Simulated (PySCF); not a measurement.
C₃H₁₂BN.
SMILES with atom numbers: `[CH3:1][CH:2]([CH3:3])[BH2-:4][NH3+:5]` (hydrogens: H6, H7, H8 on C1; H9 on C2; H10, H11, H12 on C3; H13, H14 on B4; H15, H16, H17 on N5)

Level of theory: core-valence-separated Tamm–Dancoff BHandHLYP/aug-pcX-1 (pcseg-1 on H) in PySCF, non-relativistic, gas phase, PBE0-D3(BJ)/def2-SVP geometry.

Computed boron K-edge spectrum, Gaussian lines of 0.4 eV full width, highest printed point 100; it ends one width below the last computed root. No shift to experiment was applied.

```csv
photon energy (eV),absorption
187.4,0
187.5,1
187.6,5
187.7,15
187.8,30
187.9,42
188.0,42
188.1,30
188.2,15
188.3,5
188.4,1
188.5,0
188.6,0
188.7,0
188.8,1
188.9,3
189.0,9
189.1,21
189.2,37
189.3,50
189.4,54
189.5,53
189.6,48
189.7,39
189.8,26
189.9,14
190.0,8
190.1,12
190.2,32
190.3,66
190.4,100
```

Problem. Assign the maxima to core holes.

Solution. 2 maxima:
- 187.9 eV: B4 (four-coordinate boron), 187.95 eV, f = 0.011, 100 % of the height at the exact maximum
- 189.4 eV: B4 (four-coordinate boron), 189.29 eV, f = 0.009, 50 % of the height at the exact maximum; B4 (four-coordinate boron), 189.46 eV, f = 0.005, 32 % of the height at the exact maximum; B4 (four-coordinate boron), 189.67 eV, f = 0.008, 19 % of the height at the exact maximum

Roots within 0.03 eV on the same or equivalent atoms count as one line; shares under 12 % aren't listed.

Vibrational structure and lifetime widths aren't in the curve. The ionisation threshold wasn't computed; near and above it a finite basis only mimics Rydberg series and continuum.

Rough CPU time on one thread of a shared machine: about 30 s.

Conformer computed: `[CH3:1][CH:2]([CH3:3])[BH2-:4][NH3+:5]`: C1–C2–B4–N5 59°.

One conformer stands for the species.
